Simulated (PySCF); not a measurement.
Below is a simulated gas-phase Cl 2p photoelectron spectrum of Al2Cl2H4 ((H2Al-mu-Cl)2).

Every computed line was given a Gaussian of 0.5 eV full width at half maximum and an area set by the number of equivalent atoms (split 2:1 within a doublet); the highest printed point is 100. Level of theory: PySCF, delta-SCF UKS SCAN, pcX-2 on the ionised atom, pcseg-1 elsewhere, spin-free X2C.

binding energy (eV), intensity and a bar:
```
    206.0          0 
    206.1          1 
    206.2          4 #
    206.3         11 ###
    206.4         27 ########
    206.5         52 ################
    206.6         81 ########################
    206.7        100 ##############################
    206.8         99 ##############################
    206.9         79 ########################
    207.0         50 ###############
    207.1         25 ########
    207.2         10 ###
    207.3          3 #
    207.4          1 
    207.5          0 
    207.6          0 
    207.7          0 
    207.8          1 
    207.9          3 #
    208.0          9 ###
    208.1         19 ######
    208.2         33 ##########
    208.3         46 ##############
    208.4         51 ###############
    208.5         46 ##############
    208.6         33 ##########
    208.7         19 ######
    208.8          9 ###
    208.9          3 #
    209.0          1 
    209.1          0
```

Question: Count the maxima, the lines and the sites behind this envelope.

Answer: The curve has 2 maxima (at 206.7 and 208.4 eV). Under it lie 2 lines from 1 inequivalent chlorine site, drawn as a 2p3/2, 2p1/2 pair.

Question: Decompose the envelope and assign each component. Bonds: Al1–Cl4, Al1–Cl8, Cl4–Al5, Al5–Cl8. Hydrogens: H2, H3 on Al1; H6, H7 on Al5.

Answer: 
| position (eV) | relative area | line | atoms | environment |
| --- | --- | --- | --- | --- |
| 206.75 | 1.33 | Cl 2p3/2 | Cl4/Cl8 | chlorine bonded to 2 Al |
| 208.40 | 0.67 | Cl 2p1/2 | Cl4/Cl8 | chlorine bonded to 2 Al |

No satellites, vibrations or lifetime broadening are included. The first atom of each set that the bonding makes equivalent was ionised and stands for the set. The 2p values add to the ΔSCF energy of one spin-free hole a correction within the shell (spin–orbit coupling, ligand field). 2p1/2 minus 2p3/2 (ligand field included): Cl 1.65 eV. One conformer (not necessarily the lowest) at the PBE0-D3(BJ)/def2-SVP geometry, without solvent, vibrations or thermal averaging.
